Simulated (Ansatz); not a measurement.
System: BI, charge -1, multiplicity 2. 
Structure (B3LYP-D3(BJ)/def2-TZVP (Ansatz, an electronic-structure program) minimum search):
```xyz
2

B      0.0000     0.0000    -2.2182
I      0.0000     0.0000     0.2093
```
Charge -1, spin multiplicity 2.

Q: Give the harmonic wavenumbers at B3LYP-D3(BJ)/def2-TZVP (Ansatz, finite differences of forces, unscaled).

A: 302 cm⁻¹. Zero-point energy 0.4 kcal/mol.

Q: From these and the geometry, give the ideal-gas thermochemistry at 298.15 K and 1 atm (rigid rotor, harmonic oscillator).

A: Point group C∞v, rotational symmetry number 1. Rotational constants 8.61, 8.61 GHz. S(trans) 40.67, S(rot) 15.07, S(vib) 1.41, S(elec, spin only) 1.38, S 58.5 cal/(mol K). H(298) - H(0) 2.34 kcal/mol; G - E(el) -14.7 kcal/mol.
